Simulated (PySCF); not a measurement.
This PySCF input asks for the NMR shieldings of SMILES C#CC1(c2c[cH+]2)CC1, [C₈H₇]+; the geometry comes from GFN2-xTB.

```python
import basis_set_exchange as bse
import numpy as np
from pyscf import gto, dft
from pyscf.prop import nmr

atoms = """
C    -0.708733    1.588703    2.260888
C    -0.485059    0.910439    1.299659
C    -0.263749    0.093949    0.140816
C     1.052334   -0.157273   -0.239978
C     2.439234    0.000333   -0.057387
C     2.001333   -0.751585   -1.092410
C    -1.306308   -1.025554   -0.168791
C    -1.317444    0.163472   -1.010183
H    -0.900206    2.182299    3.106425
H     3.242152    0.420805    0.504540
H     2.218465   -1.359899   -1.941640
H    -2.055993   -1.137072    0.601061
H    -0.915324   -1.954794   -0.555371
H    -0.932430    0.114510   -2.017898
H    -2.072686    0.919655   -0.851643
"""
names = dict.fromkeys(["C", "H"], "pcSseg-1")
basis = {el: gto.basis.parse(bse.get_basis(n, elements=[el], fmt="nwchem")) for el, n in names.items()}
mol = gto.M(atom=atoms, basis=basis, charge=1, verbose=0)
mf = dft.RKS(mol, xc="PBE0")
mf.grids.level = 2
mf.grids.alignment = dft.numint.BLKSIZE   # the property module wants whole blocks of grid points
mf.conv_tol = 1e-9
mf.kernel()

calc = nmr.RKS(mf)   # GIAO
C = mf.mo_coeff
Co = C[:, mf.mo_occ > 0]
resp = mf.gen_response(singlet=True, hermi=2)
def vind(x):   # induced exchange potential for any number of trial vectors
    d = np.einsum("pi,xij,qj->xpq", C, 2 * x.reshape(-1, C.shape[1], Co.shape[1]), Co, optimize=True)
    return np.einsum("xpq,pi,qj->xij", resp(d - d.transpose(0, 2, 1)), C, Co, optimize=True).ravel()
mo1, _ = nmr.rhf.solve_mo1(calc, with_cphf=vind)
sigma = calc.kernel(mo1)
for i, s in enumerate(sigma):   # ppm
    print("%2d %-2s %9.2f" % (i, mol.atom_pure_symbol(i), np.trace(s) / 3))
```

**Question.** What are the results?

**Answer.** 
```
 0 C     101.17
 1 C     108.97
 2 C     165.37
 3 C      -8.73
 4 C      14.12
 5 C      20.53
 6 C     137.66
 7 C     137.21
 8 H      29.23
 9 H      21.62
10 H      22.12
11 H      28.20
12 H      28.71
13 H      28.73
14 H      28.19
```

These numbers come from an equivalent density-fitted implementation of the same equations, which agrees with the script to about 0.01 ppm for H and up to a few tenths of a ppm for heavy atoms, so last digits may differ.

**Question.** Turn these shieldings into chemical shifts. References, each an isolated molecule treated in the same way: 13C (186.93 ppm), 1H (31.72 ppm) against TMS.

**Answer.** Averaging equivalent atoms: C 3: 195.7; C 4: 172.8; C 5: 166.4; C 0: 85.8; C 1: 78.0; C 6/7: 49.5; C 2: 21.6; H 9: 10.10; H 10: 9.59; H 11/14: 3.52; H 12/13: 3.00; H 8: 2.49 ppm. 

Size and cost of the density-fitted run: 171 basis functions, 20 s wall time on 1 thread of an Arm Neoverse V1, shared host.
